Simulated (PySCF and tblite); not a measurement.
Results of a calculation; reference values are marked as such.
3 regioisomers of C3HBr2NS:

| isomer | SMILES |
| --- | --- |
| A | [Br:1][c:2]1[cH:3][n:4][c:5]([Br:6])[s:7]1 |
| B | [Br:1][c:2]1[cH:3][s:4][c:5]([Br:6])[n:7]1 |
| C | [Br:1][c:2]1[n:3][cH:4][s:5][c:6]1[Br:7] |

Protocol: conformer search, at most 5 conformers an isomer, GFN2-xTB geometries, energies PBE0/def2-SVP (IEF-PCM, acetonitrile) (D3(BJ) added where defined), GIAO shieldings WP04/pcSseg-1 (IEF-PCM, acetonitrile), weights at 298.15 K with GFN2-xTB thermal terms. Programs: PySCF with density fitting and tblite.

Task: What shifts does each isomer give (ppm)?

Result: 
A: ¹H (against TMS): 7.63 (H3, 1H). ¹³C (against TMS): 172.2 (C5), 149.8 (C3), 149.7 (C2).

B: ¹H (against TMS): 7.48 (H3, 1H). ¹³C (against TMS): 171.7 (C5), 148.0 (C2), 140.1 (C3).

C: ¹H (against TMS): 8.55 (H4, 1H). ¹³C (against TMS): 165.5 (C4), 154.9 (C2), 148.4 (C6).

Spin–orbit effects of the heavy atoms on shieldings are missing. At a carbon that bears Br the missing effect is some 10 ppm, beside I tens of ppm. Shifts are unscaled: against experiment ¹³C can be off by 15 ppm or more and ¹H by 0.8 ppm.
